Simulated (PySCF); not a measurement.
```xyz
8

C     -1.2429     0.0408    -0.0222
S     -0.0377    -0.4581     1.2670
C      1.2429    -0.0409     0.0221
S      0.0373     0.4464    -1.2712
H     -1.8958    -0.7838    -0.3353
H     -1.8418     0.9126     0.2708
H      1.8510    -0.9070    -0.2685
H      1.8869     0.7900     0.3373
```

Charge 0, multiplicity 1.

Question: Give the Mulliken and meta-Löwdin atomic charges from PBE-D3(BJ)/def2-TZVP (PySCF).

Answer: 
| atom | Mulliken (e) | meta-Löwdin (e) |
|---|---|---|
| C1 | -0.20 | -0.32 |
| S2 | -0.08 | 0.06 |
| C3 | -0.20 | -0.32 |
| S4 | -0.08 | 0.06 |
| H5 | 0.14 | 0.13 |
| H6 | 0.14 | 0.13 |
| H7 | 0.14 | 0.13 |
| H8 | 0.14 | 0.13 |
